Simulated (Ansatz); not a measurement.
Consider the formal hydrolysis of a Zr–F bond: `C[O][Zr]1234([F])([N](C)C)[C@H]5[C@@H]1[C@@H]2[C@@H]3[C@H]54` + H₂O → `C[O][Zr]1234([OH])([N](C)C)[C@H]5[C@@H]1[C@@H]2[C@@H]3[C@H]54` + H–F.

Isolated molecules relaxed with PBE0-D4/def2-TZVP in Ansatz; ΔE leaves out vibrations. CCSD(T)/CBS adds triple-zeta CCSD(T) − MP2 to the extrapolated MP2 energy (def2 sets, frozen cores). This one scheme is used for every species. Functionals use def2-TZVPP. Elements past krypton have def2 core potentials. For Zr outer-core shells are correlated without core-valence functions, which leaves a few kJ/mol of doubt a bond. One conformer a species, not always the lowest.

```json
{"level": "B97M-V", "ΔE (kJ/mol)": "66.7"}
{"level": "BLYP", "ΔE (kJ/mol)": "69.3"}
{"level": "SCS-MP2/def2-TZVPP", "ΔE (kJ/mol)": "57.1"}
{"level": "MP2/def2-QZVPP", "ΔE (kJ/mol)": "53.6"}
```

(1) What does CCSD(T)/CBS give? (Best estimate.)

Largest T1 diagnostic among the species: 0.015.

Answers

(1) The calculation gave: +57.4 kJ/mol. The listed levels differ from it by 9.3, 11.9, -0.3, -3.8 kJ/mol.

From BLYP to BHLYP (50 % exact exchange), in def2-TZVPP and without D4, ΔE moves by −3.1 kJ/mol. Leaving LDA and LC-ωPBE aside and taking each functional with its dispersion term where it has one, the values, not all of them listed here, spread over 7.5 kJ/mol, from PBE-QIDH to B97M-V. LDA lies −8.2 kJ/mol from PBE without D4. In def2-TZVPP, CCSD(T) changes the Hartree–Fock value by −10.7 kJ/mol (the triples alone add −1.5 kJ/mol) and MP2 by −14.9 kJ/mol.

CCSD(T)/CBS has its own doubt, a few kJ/mol and more with outer-core shells, so smaller differences from it don't rank the levels.
